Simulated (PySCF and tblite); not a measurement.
Values are calculated unless marked as measured or tabulated.
CF3(CH2)2OH, C3H5F3O, numbered as in [OH:1][CH2:2][CH2:3][C:4]([F:5])([F:6])[F:7].

The ensemble was built from 90 distance-geometry starts (ETKDG and KDG, MMFF94s, GFN2-xTB) and rests on GFN2-xTB geometries. Free energies are r2SCAN-D3(BJ)/def2-TZVP (IEF-PCM, acetonitrile) single points with GFN2-xTB rigid-rotor and vibrational terms (modes under about 100 cm⁻¹ blended into free rotors). Symmetry numbers and mirror images are counted. Conformers within 3 kcal/mol (GFN2-xTB free energy) were kept, 10 at most. GIAO shieldings: PBE0/pcSseg-1 (IEF-PCM, acetonitrile). Shifts are against TMS (¹H), TMS (¹³C), CFCl3 (¹⁹F) at the same level. Codes: tblite and PySCF.

Torsions listed: H1–O1–C2–C3, O1–C2–C3–C4. Of a mirror pair one member is shown.

| conformer | shape | symmetry | E(GFN2) kcal/mol | E(DFT) kcal/mol |
| --- | --- | --- | --- | --- |
| 1 | 66°, 178° | C1 (pair) | 0.65 | 0.12 |
| 2 | 171°, -76° | C1 (pair) | 2.48 | 0.53 |
| 3 | -66°, 79° | C1 (pair) | 0.00 | 0.00 |
| 4 | 59°, 61° | C1 (pair) | 1.57 | 0.20 |
| 5 | 180°, 180° | Cs | 1.48 | 0.31 |

(1) How much do the weights at 298.15 K and the averaged shift of H2 depend on how the conformers are weighted?

Answers

(1) 
| weighting | 1 (%) | 2 (%) | 3 (%) | 4 (%) | 5 (%) | δ (ppm) | rms dipole (D) |
| --- | --- | --- | --- | --- | --- | --- | --- |
| DFT energy with thermal terms, symmetry and mirror images (full scheme) | 28 | 19 | 19 | 19 | 15 | 4.31 | 3.03 |
| DFT energy with symmetry and mirror images | 25 | 13 | 31 | 22 | 9 | 4.30 | 2.89 |
| bare DFT energy | 23 | 12 | 28 | 20 | 17 | 4.30 | 2.88 |
| GFN2-xTB energy with symmetry and mirror images | 23 | 1 | 69 | 5 | 3 | 4.28 | 2.04 |
| GFN2-xTB free energy | 32 | 2 | 55 | 5 | 6 | 4.27 | 2.21 |
| leading conformer alone | 100 | 0 | 0 | 0 | 0 | 4.21 | 2.53 |
| equal weights | 20 | 20 | 20 | 20 | 20 | 4.32 | 3.06 |
| full scheme, search stopped after three starts | 59 | 0 | 0 | 41 | 0 | 4.26 | 3.20 |

The largest departure from the full scheme, 0.09 ppm, comes with: leading conformer alone.
